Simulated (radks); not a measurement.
Results of a calculation; reference values are marked as such.
Task: The mean radii <r> (bohr) of the occupied orbitals of an atom or ion are listed with their occupations. Code: a radial shooting solver on a logarithmic mesh with Libxc functionals. Model: Dirac Kohn-Sham, exchange-only PBE, spin-unpolarised, spherical densities, finite nucleus; Fermi nuclear charge, rms radius of each element as measured or else 0.836 A^(1/3) + 0.57 fm.

orbital  occ.      <r>
1s1/2       2  0.02781
2s1/2       2   0.1192
2p1/2       2   0.1006
2p3/2       4   0.1062
3s1/2       2   0.3171
3p1/2       2   0.3066
3p3/2       4   0.3173
3d3/2       4   0.2863
3d5/2       6   0.2896
4s1/2       1   0.6641

Name the element and its charge. Open shells, if any, fill j = l - 1/2 first.

Result: Z = 52, tellurium, charge +23: Te23+ in [Ar] 3d10 4s1. The 1s radius gives Z: for a bare nucleus <r> = (2 gamma + 1)/(2Z) with gamma = sqrt(1 - (Z/c)^2), 0.02741 bohr for Z = 52, and screening makes it slightly larger (0.02781 here). The occupations add up to 29, and the charge is Z minus that.
